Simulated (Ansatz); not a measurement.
`[F][Al]([F])[I]` + CH₄ → `[CH3][Al]([F])[I]` + H–F  (formal exchange of groups at the Al–F bond)

Computed with Ansatz on PBE0-D4/def2-TZVP structures; ΔE is electronic, products minus reactants. CBS: MP2 limit from def2 TZ/QZ plus the TZ coupled-cluster correction, frozen cores. This one scheme is used for every species. DFT in def2-TZVPP. Elements past krypton have def2 core potentials. For I outer-core shells are correlated without core-valence functions, which leaves a few kJ/mol of doubt a bond.

| level | ΔE (kJ/mol) |
| --- | --- |
| PBE-QIDH | 168.3 |
| CCSD/def2-SVP | 183.0 |

**Question.** What does CCSD(T)/CBS give? (Best estimate.)

**Answer.** Ansatz gave: +170.6 kJ/mol. The listed levels differ from it by -2.3, 12.4 kJ/mol.

Largest T1 diagnostic among the species: 0.011.

From BLYP to BHLYP (50 % exact exchange), in def2-TZVPP and without D4, ΔE moves by +3.3 kJ/mol. Leaving LDA and LC-ωPBE aside and taking each functional with its dispersion term where it has one, the values, not all of them listed here, spread over 18.7 kJ/mol, from PBE-D4 to B97M-V. LDA lies −6.8 kJ/mol from PBE without D4. The D4 term adds −3.7 kJ/mol with B3LYP and −2.2 kJ/mol with PBE0; it sums over pairs of atoms, weighted by their polarisabilities, and B3LYP, whose exchange is more repulsive, gets the larger term.

B3LYP here is the variant with VWN-RPA as its local correlation; programs differ in this.
